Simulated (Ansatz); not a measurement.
A nudged elastic band was laid between two geometries of C$_{2}$H$_{6}$BSi (10 atoms, charge 1, multiplicity 1).

Theory: Ansatz, RKS PBE0/def2-SVP.

- movable images: 5
- climbing image: yes
- spring: 5.0 eV/Å²
- optimiser: quadratic models (default)
- start path: IDPP
- force threshold: 0.03 eV/Å
- iteration limit: 60
- end points: relaxed

First end point:

```xyz
10
Properties=species:S:1:pos:R:3
B -0.951 1.277 0.100
C 0.064 0.615 -0.650
C 1.231 -0.219 -0.218
Si -0.296 -0.985 0.537
H -1.815 1.925 0.595
H -0.295 0.487 -1.692
H 1.910 0.235 0.514
H 1.751 -0.737 -1.030
H -1.077 -2.068 -0.087
H -0.521 -0.532 1.930
```

Last end point:

```xyz
10
Properties=species:S:1:pos:R:3
B -1.240 0.695 -0.728
C 0.147 0.784 -0.410
C 1.205 -0.268 -0.289
Si -0.183 -0.758 0.860
H -2.383 0.776 -1.040
H 0.329 1.750 0.104
H 2.155 0.081 0.128
H 1.328 -0.936 -1.150
H -1.111 -1.731 0.237
H -0.247 -0.393 2.287
```

Problem. Which bonds break or form, and what moves?

Solution. No bond is made or broken. The dihedral H6–C2–C3–H8 goes from 12 to -148°. The two ends are copies of one structure, up to a mirror image or an exchange of like atoms.

Problem. Give the energies along the band, and the barrier.

Solution. It converged. The highest image is number 3 of 0 to 6, 1.02 eV above the ends, which have the same energy within 2 meV. A vibrational analysis at the climbing image gives one clearly imaginary mode, 745i cm⁻¹: a first-order saddle point. Limits of this set-up: the dipole of an ion depends on the origin.

| image | path coordinate (Å) | energy (eV) | dihedral H6–C2–C3–H8 (°) |
| --- | --- | --- | --- |
| 0 | 0.00 | 0.00 | 12 |
| 1 | 0.66 | 0.11 | 4 |
| 2 | 1.32 | 0.51 | -18 |
| 3 | 1.98 | 1.02 | -69 |
| 4 | 2.64 | 0.50 | -118 |
| 5 | 3.30 | 0.11 | -140 |
| 6 | 3.97 | 0.00 | -148 |

Problem. What is the geometry of the highest image?

Solution. 
```xyz
10
Properties=species:S:1:pos:R:3
B -1.221 0.962 -0.298
C 0.066 0.523 -0.520
C 1.241 -0.335 -0.296
Si -0.112 -0.865 0.861
H -2.294 1.460 -0.236
H -0.114 1.400 -1.248
H 2.115 0.156 0.154
H 1.494 -1.025 -1.114
H -1.020 -1.961 0.465
H -0.154 -0.316 2.231
```

Problem. What are the harmonic wavenumbers there?

Solution. 745i, 236, 280, 489, 580, 589, 647, 664, 708, 766, 840, 909, 956, 984, 1062, 1116, 1412, 1656, 2307, 2356, 2732, 2851, 3115, 3207 cm⁻¹.

The band took 10 iterations and of the order of 3 core-minutes.

Run time: 3.2 min on 1 thread of Arm Neoverse V1, with other jobs on the host, peak memory 0.17 GiB.
